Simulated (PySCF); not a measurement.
## Magnetic susceptibility: `InChI=1S/C8H14/c1-3-4-7(2)8-5-6-8/h8H,2-6H2,1H3`

Geometry:
```csv
atom,x (Å),y (Å),z (Å)
C1,-0.621,-1.683,-1.389
C2,-0.399,-0.678,-0.556
C3,0.792,-0.643,0.361
C4,1.761,0.492,0.014
C5,2.977,0.484,0.931
C6,-1.310,0.499,-0.476
C7,-2.798,0.336,-0.516
C8,-2.124,0.731,0.763
H9,0.041,-2.531,-1.445
H10,-1.471,-1.697,-2.049
H11,0.449,-0.505,1.390
H12,1.324,-1.595,0.305
H13,2.082,0.383,-1.024
H14,1.248,1.451,0.107
H15,3.517,-0.456,0.842
H16,2.673,0.606,1.969
H17,3.654,1.295,0.675
H18,-0.909,1.386,-0.957
H19,-3.198,-0.665,-0.581
H20,-3.385,1.075,-1.040
H21,-2.069,-0.008,1.549
H22,-2.245,1.741,1.125
```

Computed, not measured: PySCF 2.14.0, GIAO PBE/pcSseg-1 magnetisability, rotational g tensor and spin-rotation constants, non-relativistic, gas phase. Geometry: GFN2-xTB.

Problem. What are the magnetisability and the molar susceptibility?

Solution. Isotropic -1487 × 10⁻³⁰ J/T², or -89.5 × 10⁻⁶ cm³/mol; principal values -1606, -1437, -1417 × 10⁻³⁰ J/T², anisotropy 179 × 10⁻³⁰ J/T² (root of half the summed squared differences of the principal values). The susceptibility is in cgs units.

Problem. Split it along the inertial axes a, b, c into diamagnetic and paramagnetic parts about the centre of mass, with the quadrupole moment.

Solution. 
```tsv
axis	χ (10⁻⁶ cm³/mol)	diamagnetic (10⁻⁶ cm³/mol)	paramagnetic (10⁻⁶ cm³/mol)	summed x² of all electrons (Å²)	quadrupole Θ (D Å)
a	-86.1	-479.0	392.9	256.0	-0.29
b	-87.1	-1214.5	1127.4	82.6	+1.01
c	-95.4	-1436.3	1340.9	30.3	-0.72
```
Anisotropies 2χaa − χbb − χcc = +10.3 and 2χbb − χaa − χcc = +7.4 × 10⁻⁶ cm³/mol. Θ is traceless in Buckingham's convention.

Problem. And the rotational g tensor?

Solution. 
```
axis  rotational constant (GHz)        g  nuclear part  electronic part
   a                     3.5565  -0.0100        0.6465          -0.6565
   b                     1.1545  -0.0031        0.6084          -0.6115
   c                     0.9574  +0.0016        0.6047          -0.6031
```
Asymmetric top; isotopes 12C, 1H; no vibrational averaging.
